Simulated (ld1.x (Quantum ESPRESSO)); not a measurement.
An all-electron radial function and its pseudo partner (zinc (Zn))

Columns: radius, all-electron u(r) and pseudo u(r) of the 4p shell (level -1.08 eV) of zinc in the configuration [Ar] 3d10 4s2 4p0; PBEsol, scalar-relativistic, ultrasoft scheme, ld1.x (Quantum ESPRESSO) 7.5.

```
r (bohr)  all-electron  pseudo
   0.113        0.0948  0.0025
   0.225        0.0204  0.0100
   0.338       -0.0921  0.0223
   0.450       -0.1524  0.0387
   0.563       -0.1571  0.0592
   0.675       -0.1246  0.0828
   0.788       -0.0720  0.1092
   0.900       -0.0119  0.1373
   1.013        0.0498  0.1670
   1.125        0.1085  0.1971
   1.238        0.1633  0.2276
   1.350        0.2126  0.2574
   1.463        0.2571  0.2867
   1.575        0.2962  0.3145
   1.688        0.3309  0.3412
   1.800        0.3608  0.3659
   1.913        0.3869  0.3890
   2.025        0.4091  0.4097
   2.138        0.4281  0.4282
   2.250        0.4439  0.4439
   2.363        0.4569  0.4569
   2.475        0.4673  0.4673
   2.588        0.4755  0.4755
   2.700        0.4814  0.4814
   2.813        0.4856  0.4856
   2.925        0.4879  0.4879
```

Problem. How many radial nodes do the two functions have?

Solution. The all-electron 4p function has n − l − 1 = 2; the pseudo-wave has 0, since the states of the same l below it are removed with the core.

Problem. At about which radius was the pseudo-wave matched?

Solution. 2.25 bohr, where the columns begin to agree (steps of 0.11 bohr).

Problem. Is the pseudo-wave norm-conserving?

Solution. No, it belongs to an ultrasoft set: the norm inside the radius is not constrained, and the difference is carried by the augmentation charge.
